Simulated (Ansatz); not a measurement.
B2FGaH4O (`[OH][GaH][BH]BF`) from Hartree–Fock to CCSD(T)

```xyz
9

O    -1.805    1.710    0.780
Ga   -0.366    0.727    1.214
B     0.115   -0.910    0.012
B     1.165   -0.803   -1.263
F     0.804   -0.502   -2.507
H    -2.262    1.427   -0.015
H     0.342    1.270    2.498
H    -0.344   -1.965    0.353
H     2.350   -0.955   -1.071
```

Total charge 0; spin multiplicity 1. Correlated methods include outer-core shells of Ga, which these sets cover unevenly. Scalar relativity is left out up to krypton. The geometry is a stationary point of PBE0-D4/def2-TZVP. It is one conformer, not always the lowest. Frozen core, restricted reference, Ansatz.

| basis | HF (Eh) | MP2 corr. |
| --- | --- | --- |
| def2-SVP | -2148.85037 | -0.74140 |
| def2-TZVPP | -2149.37922 | -0.90724 |
| def2-QZVPP | -2149.43017 | -1.21134 |

Problem. Estimate the CCSD correlation energy and the (T) correction in each basis where they were run (hartree).

Solution. 
```csv
basis,CCSD corr.,(T)
def2-SVP,-0.76938,-0.01988
def2-TZVPP,-0.93192,-0.03337
```
